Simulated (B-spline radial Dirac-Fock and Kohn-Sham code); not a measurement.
## Dipole and non-dipole photoemission parameters of Rb 5s

System: atomic rubidium, [Kr] 5s1; threshold 3.96 eV (orbital energy of the model). The computed values come from an atomic code on a B-spline grid: Dirac-Hartree-Slater photoionisation with a Latter tail; cross sections with all multipoles, angular parameters from the dipole term and its interference with E2.

For linearly polarised light dσ/dΩ = σ/(4π) [1 + β P₂(cos θ) + (δ + γ cos²θ) sin θ cos φ], with θ from the polarisation vector and φ the angle between the beam and the projection of the electron momentum on the plane normal to the polarisation.

```tsv
hν (eV)	σ (kb)	β	γ
66.2	9.46	1.988	0.093
80	8.10	1.990	0.131
85.1	7.65	1.991	0.144
94	?	?	?
100	6.46	1.992	0.174
134	4.45	1.994	0.217
150	3.79	1.994	0.227
186	2.75	1.995	0.236
202	2.42	1.995	0.236
212	2.24	1.995	0.236
235	1.91	1.995	0.232
604	0.431	1.997	0.105
620	0.413	1.997	0.099
643	0.389	1.997	0.091
769	0.288	1.997	0.050
800	0.269	1.997	0.041
932	0.207	1.997	0.006
1440	0.0955	1.998	-0.066
1550	0.0835	1.998	-0.072
1950	0.0546	1.998	-0.073
1990	0.0525	1.998	-0.072
2000	0.0520	1.998	-0.071
2290	0.0402	1.998	-0.054
4000	0.0132	1.998	0.163
5414.7	0.00700	1.998	0.390
6930	0.00409	1.998	0.631
8830	0.00238	1.998	0.917
8930	0.00232	1.997	0.931
10000	0.00179	1.997	1.083
12000	0.00117	1.997	1.352
```

**Question.** Give the values at 94 eV.

**Answer.** σ = 6.91 kb, β = 1.992, γ = 0.163. For an s subshell δ is negligible.
